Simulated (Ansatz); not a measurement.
Reaction (formal exchange of groups at the Si–O bond): `O[SiH]1CB1Cl` + `N[C](F)(F)[GeH3]` → `ClB1C[SiH]1[GeH3]` + `NC(O)(F)F`

Gas-phase electronic energies from Ansatz, PBE0-D4/def2-TZVP geometries. CBS: MP2 limit from def2 TZ/QZ plus the TZ coupled-cluster correction, frozen cores. DFT in def2-TZVPP. B3LYP here is the variant with VWN-RPA as its local correlation; programs differ in this. For Ge outer-core shells are correlated without core-valence functions, which leaves a few kJ/mol of doubt a bond. Scalar relativity is left out up to krypton. One conformer a species, not always the lowest.

```json
{"level": "r2SCAN-D4", "ΔE (kJ/mol)": "26.3"}
{"level": "B2PLYP", "ΔE (kJ/mol)": "36.4"}
{"level": "B3LYP", "ΔE (kJ/mol)": "35.4"}
{"level": "MP2/def2-TZVPP", "ΔE (kJ/mol)": "36.9"}
{"level": "CCSD(T)/def2-TZVPP", "ΔE (kJ/mol)": "28.4"}
{"level": "HF/def2-QZVPP", "ΔE (kJ/mol)": "21.6"}
{"level": "SCS-MP2/def2-QZVPP", "ΔE (kJ/mol)": "42.8"}
{"level": "HF/CBS(def2)", "ΔE (kJ/mol)": "22.0"}
```

(1) What does CCSD(T)/CBS give? (An estimate is asked.)

Largest T1 diagnostic among the species: 0.013.

Answers

(1) Computed: +35.0 kJ/mol. The listed levels differ from it by -8.7, 1.4, 0.4, 1.9, -6.6, -13.4, 7.8, -13.0 kJ/mol.

From PBE to PBE0 (25 % exact exchange), in def2-TZVPP and without D4, ΔE moves by −7.5 kJ/mol. In def2-TZVPP, CCSD(T) changes the Hartree–Fock value by +9.8 kJ/mol (the triples alone add +1.0 kJ/mol) and MP2 by +18.3 kJ/mol.
